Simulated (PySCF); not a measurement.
Compound: BH₉NPSi₂.
Numbering: `[SiH3:1][N:2]([SiH3:3])[BH:4][PH2:5]` (hydrogens: H6, H7, H8 on Si1; H9, H10, H11 on Si3; H12 on B4; H13, H14 on P5)

Geometry (PBE0-D3(BJ)/def2-SVP, Å), atoms numbered from 1 in this order:
```xyz
14
BH9NPSi2 angstrom
Si    -1.7573   -1.2004    0.1185
N     -0.4070   -0.1010    0.4521
Si    -0.7358    1.6359    0.5804
B      0.9074   -0.6067    0.6165
P      2.4366    0.4385    1.1385
H     -2.7435   -1.1554    1.2398
H     -2.4577   -0.7648   -1.1277
H     -1.2244   -2.5795   -0.0453
H     -2.2195    1.7957    0.6292
H     -0.1221    2.1790    1.8263
H     -0.2004    2.3729   -0.6012
H      1.1009   -1.8013    0.5358
H      3.3519   -0.1631    0.2290
H      2.2277    1.6282    0.3783
```

Level of theory: TDDFT PBE0/def2-SVPD, vertical, gas phase, core orbitals frozen in the response (PySCF).

Ground-to-excited transition dipoles (e·a0, same axes as the geometry; the sign carries no meaning), for the states with f of 0.002 or more among the lowest 6:

```
state  E (eV)      μx      μy     μz
   S1   5.402   0.731   0.257  0.216
   S2   5.856  -0.015   0.175  0.175
   S3   6.427   0.732   0.064  0.130
   S4   6.567   0.308  -0.246  0.502
   S5   6.770  -0.104   0.071  0.189
   S6   6.801   0.230  -0.053  0.007
```

Question: Work out the oscillator strengths.

Answer: f = (2/3) ΔE |μ|² with ΔE in hartree (27.2114 eV).

```
state  |μ|² (au)  |μ| (D)      f
   S1      0.647     2.04  0.086
   S2      0.062     0.63  0.009
   S3      0.557     1.90  0.088
   S4      0.407     1.62  0.065
   S5      0.052     0.58  0.009
   S6      0.056     0.60  0.009
```

Question: What angle do the transition dipoles of S1 and S4 make?

Answer: |cos θ| = |μa·μb| / (|μa| |μb|) = 0.53, so θ ≈ 58° (taken between 0 and 90°, since the signs are arbitrary).

Question: How is the summed strength of these states shared among x, y and z?

Answer: (2/3) Σ ΔE μα² gives 0.181 for x, 0.025 for y and 0.060 for z, 0.265 in all.

One conformer stands for the species.
